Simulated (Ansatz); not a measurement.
Ansatz (a quantum-chemistry and plane-wave program) input:

Ansatz 0.2 input:
```yaml
crystal:
  periodic: [false, false, false]
  atoms:
    - {symbol: Ge, position_ang: [-0.18989643, 0.03701700, 0.32479651]}
    - {symbol: O, position_ang: [-1.18755814, -1.14662482, -0.19006676]}
    - {symbol: F, position_ang: [-0.31452924, 1.78277587, -0.85176435]}
    - {symbol: F, position_ang: [1.75712431, -0.66491128, 0.71143769]}
basis:
  gaussian:
    orbitals: def2-TZVP
hamiltonian:
  xc: b3lyp
  dispersion: d3bj
total_charge: -1
magnetization: {spin_polarized: true, initial_magnetization: 1}
relax: {f_tol: 0.002, max_steps: 150}
```

Question: What final total energy does it print?

Answer: -2352.20949 Eh (B3LYP-D3(BJ)/def2-TZVP). The basis has 141 functions.
